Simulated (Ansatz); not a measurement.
Z-matrix (Å, degrees):
```
C
Si 1 1.870
H 1 1.094 2 110.9
H 1 1.092 2 110.9 3 120.4
H 1 1.093 2 110.6 3 -119.1
N 2 1.727 1 108.5 3 -60.9
Ge 2 2.393 1 111.9 3 179.6
H 2 1.502 1 107.1 3 63.3
H 6 1.008 2 119.6 1 -168.8
H 6 1.009 2 119.6 1 49.7
N 7 1.858 2 113.6 1 -72.8
H 7 1.542 2 111.9 1 46.4
H 7 1.545 2 111.2 1 167.7
H 11 1.012 7 112.7 2 70.3
H 11 1.012 7 113.1 2 -52.0
```

Charge 0, multiplicity 1.

(1) List the r2SCAN/def2-TZVPP orbital energies in eV (the Gaussian-basis code of Ansatz). (Estimate.)

## Answers

(1) The calculation gave: Occupied: -10833.77, -1790.87, -1348.86, -1198.91, -1198.91, -1198.90, -384.76, -384.62, -272.62, -167.06, -141.26, -116.76, -116.75, -116.72, -96.14, -96.12, -96.10, -30.10, -30.05, -29.99, -29.97, -29.97, -22.14, -21.65, -18.15, -14.03, -12.58, -12.41, -11.89, -10.58, -10.31, -9.48, -9.09, -8.45, -7.98, -7.52, -6.33, -5.57. Lowest empty: -0.47, 0.20, 0.84, 0.98, 1.82, 1.95, 2.10, 2.45.
